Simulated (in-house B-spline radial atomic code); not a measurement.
RPA and G0W0 for Br⁵⁺, [Ar] 3d10 4s2, as one setting changes: the share of exact exchange in the PBE hybrid start. A dash marks a level of low quasi-particle weight. Computed with an all-electron radial atomic-structure program (B-spline basis): all electrons, scalar-relativistic (spin-free one-electron X2C), finite nucleus, each spin shell either full or empty, empty states to l = 9 with an (l + 1/2)⁻⁴ tail; G0W0 by contour deformation at full frequency.

```csv
share of exact exchange in the PBE hybrid start,mean-field level (eV),G0W0 level (eV),RPA correlation (Eh)
0,-81.01,4s -88.06,-2.3174
0.1,-81.56,4s -88.01,-2.2955
0.2,-82.12,4s -87.95,-2.2744
0.3,-82.67,4s -87.90,-2.2539
0.4,-83.22,4s -87.84,-2.2341
0.5,-83.77,4s -87.79,-2.2149
0.6,?,?,?
0.7,-84.87,4s -87.69,-2.1781
0.8,?,?,?
0.9,-85.96,4s -87.59,-2.1432
1,-86.50,4s -87.55,-2.1265
```

(1) What belongs in the row for 0.8?

(2) What belongs in the row for 0.6?

Answers

(1) mean-field level (eV): -85.41; G0W0 level (eV): 4s -87.64; RPA correlation (Eh): -2.1605.

(2) mean-field level (eV): -84.32; G0W0 level (eV): 4s -87.74; RPA correlation (Eh): -2.1963.
